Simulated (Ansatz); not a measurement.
Geometry optimisation, Ansatz 0.2.0, RKS B3LYP-D4/6-31G*.

input.yaml

```yaml
crystal:
  periodic: [false, false, false]
  atoms:
    - { symbol: O, position_ang: [-0.9311, 0.4228, 1.9988] }
    - { symbol: C, position_ang: [-0.4724, 0.1312, 0.804] }
    - { symbol: "N", position_ang: [-1.0319, -0.7586, 0.0261] }
    - { symbol: C, position_ang: [0.0603, -0.6722, -1.086] }
    - { symbol: Si, position_ang: [0.9391, 0.6303, -0.1825] }
    - { symbol: H, position_ang: [-1.7766, -0.0585, 2.1232] }
    - { symbol: H, position_ang: [0.5407, -1.6267, -1.2296] }
    - { symbol: H, position_ang: [-0.5233, 1.07581, 1.3455] }
    - { symbol: H, position_ang: [0.9021, 2.0079, -0.7543] }
    - { symbol: H, position_ang: [2.2947, 0.2221, 0.3295] }
basis:
  gaussian: { orbitals: "6-31G*" }
hamiltonian:
  xc: b3lyp
  dispersion: d4
relax:
  f_tol: 0.02
  max_steps: 50
```

Command:

```bash
$ ansatz run input.yaml --threads 2 --pin off --max-ram 3072MiB --backend cpu --events-out ev --progress --plain --runs-dir out
```

**Question.** Where does it end, and by what steps?

**Answer.** It converged. After 16 steps the energy has fallen by 8.512 eV; H8 moved furthest, 1.17 Å. The start is strongly strained (largest force component 10 eV/Å), so its close contacts needn't be bonds. Parted: O1–H8 (1.01 → 2.08 Å).

```json
{"step": "0", "energy less start (eV)": "0.0000", "largest force component (eV/Å)": "10.295", "accepted": "yes"}
{"step": "1", "energy less start (eV)": "-2.0316", "largest force component (eV/Å)": "5.218", "accepted": "yes"}
{"step": "2", "energy less start (eV)": "-3.1698", "largest force component (eV/Å)": "2.341", "accepted": "yes"}
{"step": "3", "energy less start (eV)": "-3.9465", "largest force component (eV/Å)": "3.616", "accepted": "yes"}
{"step": "4", "energy less start (eV)": "-5.1405", "largest force component (eV/Å)": "4.698", "accepted": "yes"}
{"step": "5", "energy less start (eV)": "-6.6052", "largest force component (eV/Å)": "3.057", "accepted": "yes"}
{"step": "6", "energy less start (eV)": "-7.6751", "largest force component (eV/Å)": "2.664", "accepted": "yes"}
{"step": "7", "energy less start (eV)": "-8.1826", "largest force component (eV/Å)": "2.355", "accepted": "yes"}
{"step": "8", "energy less start (eV)": "-8.1842", "largest force component (eV/Å)": "3.651", "accepted": "yes"}
{"step": "9", "energy less start (eV)": "-8.3163", "largest force component (eV/Å)": "2.561", "accepted": "yes"}
{"step": "10", "energy less start (eV)": "-8.4898", "largest force component (eV/Å)": "0.419", "accepted": "yes"}
{"step": "11", "energy less start (eV)": "-8.5047", "largest force component (eV/Å)": "0.156", "accepted": "yes"}
{"step": "12", "energy less start (eV)": "-8.5082", "largest force component (eV/Å)": "0.083", "accepted": "yes"}
{"step": "13", "energy less start (eV)": "-8.5096", "largest force component (eV/Å)": "0.127", "accepted": "yes"}
{"step": "14", "energy less start (eV)": "-8.5111", "largest force component (eV/Å)": "0.046", "accepted": "yes"}
{"step": "15", "energy less start (eV)": "-8.5116", "largest force component (eV/Å)": "0.020", "accepted": "yes"}
{"step": "16", "energy less start (eV)": "-8.5117", "largest force component (eV/Å)": "0.018", "accepted": "yes"}
```

```xyz
10
Properties=species:S:1:pos:R:3
O -0.571 0.156 2.191
C -0.638 0.463 0.823
N -0.909 -0.745 -0.034
C 0.108 -0.784 -0.829
Si 1.058 0.660 -0.068
H -1.428 -0.228 2.448
H 0.181 -1.544 -1.610
H -1.415 1.211 0.607
H 1.355 1.874 -0.882
H 2.263 0.311 0.729
```

The run took 41 s on 2 threads of Arm Neoverse V2, on a shared host, peak memory 0.18 GiB.
